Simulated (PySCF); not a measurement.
# Checking a proposed structure

A compound C₇H₁₁ClSi₂ gives the data below (simulated from a calculation) and was assigned the structure `CC#C[C@H]1[SiH2][SiH2]CC=C1Cl`.

¹³C{¹H} NMR (computed): δ 157.0 (CH), 156.5 (C), 151.4 (CH), 147.9 (CH), 3.1 (CH2), 3.0 (CH2), -1.5 (CH).

¹H NMR (500 MHz, computed): δ 7.55 (m, 1H), 7.31 (d, 1H), 7.18 (m, 1H), 4.62 (m, 1H), 4.60 (m, 1H), 4.21 (m, 1H), 0.75 (m, 1H), 0.72 (m, 1H), 0.34 (m, 1H), 0.33 (m, 1H), -0.25 (m, 1H).

All values are calculated (PySCF): structure optimised with GFN2-xTB, shieldings: GIAO PBE0/pcSseg-1. In vacuum, a single conformation, no relativistic terms.

Chemical shifts δ = σref − σ; ¹H (σ = 31.72 ppm), ¹³C (σ = 186.93 ppm) vs TMS, all at this level.

Task: Compare with the shifts computed for the proposed structure, pairing carbons in order of shift.

Result: Atoms are numbered as in `[CH3:1][C:2]#[C:3][C@H:4]1[SiH2:5][SiH2:6][CH2:7][CH:8]=[C:9]1[Cl:10]`. Hydrogens are named by the atom that carries them.

```csv
atom,computed for proposal,given list,difference
C9,141.3,157.0,-15.7
C8,133.5,156.5,-23.0
C2,87.2,151.4,-64.2
C3,82.0,147.9,-65.9
C4,24.8,3.1,+21.7
C7,12.5,3.0,+9.5
C1,4.7,-1.5,+6.2
```

The rms difference is 37.5 ppm and the largest -65.9 ppm at C3 (alkyne carbon). The carbon types in order of shift don't match either: C, CH, C, C, CH, CH2, CH3 for the proposal against CH, C, CH, CH, CH2, CH2, CH in the data. The proposal doesn't fit.

Task: Which isomer fits?

Result: `C1=C[SiH2]C(Cl)=C[Si@H]1C1CC1`.

Carbon types of the structure: 1 × C, 4 × CH, 2 × CH2, leaving 3 H on heteroatoms. δC 157.0, 151.4, 147.9: alkene CH; an sp2 carbon of a C=C bond. δC 156.5: fully substituted alkene carbon; an sp2 carbon of a C=C bond. δH 7.55, 7.31, 7.18: hydrogen on an alkene CH; olefinic region. δH 0.75, 0.72, 0.34, 0.33, -0.25: hydrogen on a three-membered-ring carbon; cyclopropane-type protons are shielded by the ring.

The data come from this structure; uniqueness wasn't tested.

Carbons that carry Cl, above all several Cl atoms, come out too deshielded, partly because spin–orbit coupling is missing. Shifts are as computed. Against solution values, carbons near 30 ppm lie about +3 ppm off and those near 130 ppm about +5 ppm; carbons on Cl a further +6 ppm. Of 1211 compounds with measured shifts, 218 miss one by over three times the rms of a fit or turn the order of signals round; such compounds aren't used in these exercises. Multiplicities follow the n + 1 count of equivalent neighbours, as no J values were calculated; m marks all less simple cases, F and P coupling included.
